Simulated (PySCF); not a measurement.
Atom-mapped SMILES (the numbers label the heavy atoms): `[N:1]#[C:2][C@@H:3]1[CH2:4][CH2:5][C@H:6]1[SiH2:7][O:8][SiH3:9]` (H(Xn): hydrogen on atom n). Ha(C4), Ha(C5) are cis to C2 on the ring; Ha(Si7) is pro-R; Hb(Si7) is pro-S; Hb(C4), Hb(C5) are trans to C2 on the ring.

- coordinates at the PBE0-D3(BJ)/def2-SVP level
- NMR shieldings at PBE0/pcSseg-1/GIAO
- run in PySCF
- single conformer, equivalent nuclei averaged, no solvent model, non-relativistic

Q: Predict the 2D correlation tables (HSQC, COSY, HMBC).

A: 

HSQC (one-bond C–H):
```csv
δH,δC
2.97 (H(C3)),20.9 (C3)
2.46 (Ha(C4)),30.1 (C4)
2.23 (Hb(C4)),30.1 (C4)
1.94 (Hb(C5)),20.9 (C5)
1.83 (H(C6)),30.0 (C6)
1.79 (Ha(C5)),20.9 (C5)
```

COSY cross peaks (H two or three bonds apart, from the bond graph; peaks can be absent where the dihedral angle is near 90°):
```csv
δH,δH
4.96 (Hb(Si7)),4.84 (Ha(Si7))
4.96 (Hb(Si7)),1.83 (H(C6))
4.84 (Ha(Si7)),1.83 (H(C6))
2.97 (H(C3)),2.46 (Ha(C4))
2.97 (H(C3)),2.23 (Hb(C4))
2.97 (H(C3)),1.83 (H(C6))
2.46 (Ha(C4)),2.23 (Hb(C4))
2.46 (Ha(C4)),1.94 (Hb(C5))
2.46 (Ha(C4)),1.79 (Ha(C5))
2.23 (Hb(C4)),1.94 (Hb(C5))
2.23 (Hb(C4)),1.79 (Ha(C5))
1.94 (Hb(C5)),1.83 (H(C6))
1.94 (Hb(C5)),1.79 (Ha(C5))
1.83 (H(C6)),1.79 (Ha(C5))
```

HMBC (two and three bonds, from the bond graph):
```csv
δH,δC
4.96 (Hb(Si7)),"30.0 (C6), 20.9 (C5), 20.9 (C3)"
4.84 (Ha(Si7)),"30.0 (C6), 20.9 (C5), 20.9 (C3)"
2.97 (H(C3)),"126.5 (C2), 30.1 (C4), 30.0 (C6), 20.9 (C5)"
2.46 (Ha(C4)),"126.5 (C2), 30.0 (C6), 20.9 (C5), 20.9 (C3)"
2.23 (Hb(C4)),"126.5 (C2), 30.0 (C6), 20.9 (C5), 20.9 (C3)"
1.94 (Hb(C5)),"30.1 (C4), 30.0 (C6), 20.9 (C3)"
1.83 (H(C6)),"126.5 (C2), 30.1 (C4), 20.9 (C5), 20.9 (C3)"
1.79 (Ha(C5)),"30.1 (C4), 30.0 (C6), 20.9 (C3)"
```

Scale: TMS for ¹H and ¹³C (reference shieldings calculated alike).

Shifts are as computed. Against solution values, carbons near 30 ppm lie about +2 ppm off and those near 130 ppm about +5 ppm. Of 1309 compounds with measured shifts, 239 miss one by over three times the rms of a fit or turn the order of signals round; such compounds aren't used in these exercises.
